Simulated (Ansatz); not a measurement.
Isolated molecules relaxed with PBE0-D4/def2-TZVP in Ansatz; ΔE leaves out vibrations. CCSD(T)/CBS is the MP2 limit (def2-TZVPP, def2-QZVPP) plus CCSD(T) − MP2 in def2-TZVPP, frozen cores. DFT in def2-TZVPP. B3LYP here is the variant with VWN-RPA as its local correlation; programs differ in this. For Ge, Se outer-core shells are correlated without core-valence functions, which leaves a few kJ/mol of doubt a bond. Scalar relativity is left out up to krypton. Each species was taken in one conformer, which may not be the lowest.

Reaction (redistribution): `B[CH2][GeH2][SeH]` + `[CH3][GeH2][CH3]` → `[CH3][GeH2][SeH]` + `B[CH2][GeH2][CH3]`

Task: Is it downhill or uphill in electronic energy at CCSD(T)/CBS, and by how much? (Best estimate.)

Result: The calculation gave: Downhill: ΔE = -1.1 kcal/mol.

Task: What do these levels give: r2SCAN-D4, PBE0-D4, B3LYP-D4, ωB97X-V, ωB97M-V, PBE0, MP2/def2-TZVPP, SCS-MP2/def2-TZVPP, HF/def2-QZVPP, HF/CBS(def2), MP2/CBS(def2), CCSD/CBS(def2)? (An estimate is asked.)

Result: The calculation gave: r2SCAN-D4 -1.5, PBE0-D4 -1.4, B3LYP-D4 -0.8, ωB97X-V -1.0, ωB97M-V -1.3, PBE0 -1.6, MP2/def2-TZVPP -1.1, SCS-MP2/def2-TZVPP -0.8, HF/def2-QZVPP 0.0, HF/CBS(def2) 0.0, MP2/CBS(def2) -1.1, CCSD/CBS(def2) -0.9 kcal/mol.

Largest T1 diagnostic among the species: 0.011.

In def2-TZVPP, CCSD(T) changes the Hartree–Fock value by −1.1 kcal/mol (the triples alone add −0.2 kcal/mol) and MP2 by −1.2 kcal/mol.
